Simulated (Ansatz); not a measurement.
Basis-set extrapolation for `FC([SiH3])S` (PBE0-D4/def2-TZVP geometry, frozen core, Ansatz 0.2.0). Multiplicity 1, RHF reference.

```json
{"": "HF", "def2-TZVPP": "-826.743225", "def2-QZVPP": "-826.769935"}
{"": "MP2 correlation", "def2-TZVPP": "-0.726016", "def2-QZVPP": "-0.786905"}
{"": "CCSD(T) correlation", "def2-TZVPP": "-0.802391", "def2-QZVPP": "not run"}
```

Energies in hartree. Use E(X) = E(∞) + A·exp(−7.88·√X) for Hartree–Fock and E(X) = E(∞) + B·X^(−2.97) for correlation, with X = 3 and 4, and add CCSD(T) minus MP2 of the smaller set to the MP2 limit.

What is the CCSD(T) energy at the basis-set limit?

HF limit: -826.769935 + (-0.026710) × 0.13774 = -826.77361. MP2 limit: -0.786905 + (-0.060889) × 0.74074 = -0.83201. Higher-order term: -0.802391 − (-0.726016) = -0.07637. Total: -827.68199 hartree, 358.0 kJ/mol below CCSD(T)/def2-TZVPP.
